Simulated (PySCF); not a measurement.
Two species compared at the same levels of theory.

First species: C4H11NO2Si.
Bonds: C1–C2, C2–O3 (double), C2–O4, O4–Si5, Si5–N6, N6–C7, N6–C8. Hydrogens: H9, H10, H11 on C1; H12, H13 on Si5; H14, H15, H16 on C7; H17, H18, H19 on C8.

Second species: BBrGeH₄O.
Bonds: Ge1–O2, O2–B3, B3–Br4. Hydrogens: H5, H6, H7 on Ge1; H8 on B3.

Levels: CAM-B3LYP/def2-SVPD for dipole moment, HOMO energy, LUMO energy, HOMO–LUMO gap, static isotropic polarisability and electronic spatial extent ⟨r²⟩ about the centre of nuclear charge; TDDFT CAM-B3LYP/def2-SVPD for lowest singlet excitation; TDA CAM-B3LYP/def2-SVPD for lowest triplet excitation (Tamm–Dancoff); ΔSCF CAM-B3LYP/def2-SVPD for vertical ionisation energy; PBE0-D3(BJ)/def2-SVP for rotational constant A and rotational constant C. Geometries: PBE0-D3(BJ)/def2-SVP. All species are isolated and taken at one optimised geometry, non-relativistic unless stated; the electronic structure was computed with PySCF and density fitting.

Dipoles, sizes and rotational constants follow the conformer. The torsions of the flexible species, by atom-mapped SMILES:
- `[CH3:1][C:2](=[O:3])[O:4][SiH2:5][N:6]([CH3:7])[CH3:8]`: C1–C2–O4–Si5 180°, C2–O4–Si5–N6 -179°, O4–Si5–N6–C7 -82°
- `[GeH3:1][O:2][BH:3][Br:4]`: Ge1–O2–B3–Br4 1°

Q: Which has the higher static isotropic polarisability?

A: The first: 89.2 au against 68.4 au, a difference of 20.8 au.

Q: Which of the two has the higher LUMO energy, and by how much?

A: The first: 1.04 eV against 0.48 eV, a difference of 0.56 eV.

Q: Which of the two has the higher HOMO energy, and by how much?

A: The first: -8.11 eV against -9.61 eV, a difference of 1.50 eV.

Q: Which of the two has the higher dipole moment, and by how much?

A: The first: 2.80 D against 2.22 D, a difference of 0.58 D.

Q: Which of the two has the higher rotational constant A, and by how much?

A: The second: 7.689 GHz against 3.765 GHz, a difference of 3.924 GHz.

Q: Which of the two has the higher T1 energy, and by how much?

A: The second: 6.05 eV against 5.32 eV, a difference of 0.73 eV.

Q: Which of the two has the higher rotational constant C, and by how much?

A: The second: 0.916 GHz against 0.786 GHz, a difference of 0.130 GHz.

Q: Which has the higher vertical ionisation energy?

A: The second: 10.72 eV against 8.76 eV, a difference of 1.96 eV.

On the first: The polarisability is 13.22 Å³ as a volume (1 au = 0.148185 Å³), or 1.24 au for each of the 72 electrons. The dipole equals about 9.3 × 10⁻³⁰ C·m (1 D = 3.33564 × 10⁻³⁰ C·m).

On the second: The dipole matches unit charges of opposite sign 0.46 Å apart (1 e·Å = 4.8032 D). The calculation is non-relativistic and has no spin–orbit coupling, an omission that weighs most on bromine and germanium.
